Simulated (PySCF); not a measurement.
C4H4F2, SMILES F[C@@H]1CC=C1F.

Coordinates come from a PBE-D3(BJ)/def2-SVP optimisation. The structure was generated by enumeration; whether it is a known compound was not checked.

Computed with TDDFT-CAM-B3LYP/def2-SVPD run with PySCF.

Vertical excitations. 

### Question
Estimate the UV-visible absorptions. (An estimate is asked for; the answer gives what the named calculation found.)

### Answer

```
state  energy (eV)  λ (nm)      f                          main pairs
-----  -----------  ------  -----  ----------------------------------
S1            6.81     182  0.160                      HOMO→LUMO 97 %
S2            7.45     167  0.026  HOMO→LUMO+1 68 %, HOMO→LUMO+2 26 %
S3            7.71     161  0.009  HOMO→LUMO+2 65 %, HOMO→LUMO+1 26 %
S4            7.77     160  0.003  HOMO−2→LUMO 46 %, HOMO−1→LUMO 45 %
S5            7.93     156  0.002  HOMO−1→LUMO 49 %, HOMO−2→LUMO 45 %
S6            8.21     151  0.038                    HOMO→LUMO+3 90 %
S7            8.73     142  0.026                    HOMO→LUMO+4 82 %
S8            8.95     139  0.003                    HOMO−3→LUMO 81 %
S9            9.36     133  0.022  HOMO→LUMO+5 55 %, HOMO→LUMO+6 28 %
S10           9.47     131  0.022  HOMO→LUMO+6 55 %, HOMO→LUMO+5 23 %
T1            4.14     299      0                      HOMO→LUMO 86 %
T2            7.20     172      0  HOMO→LUMO+1 50 %, HOMO→LUMO+2 37 %
T3            7.29     170      0  HOMO−2→LUMO 46 %, HOMO−1→LUMO 41 %
T4            7.56     164      0  HOMO→LUMO+2 47 %, HOMO→LUMO+1 41 %
```
Triplets are in the Tamm–Dancoff approximation, which puts them higher than full response would, so one can lie above its singlet here.
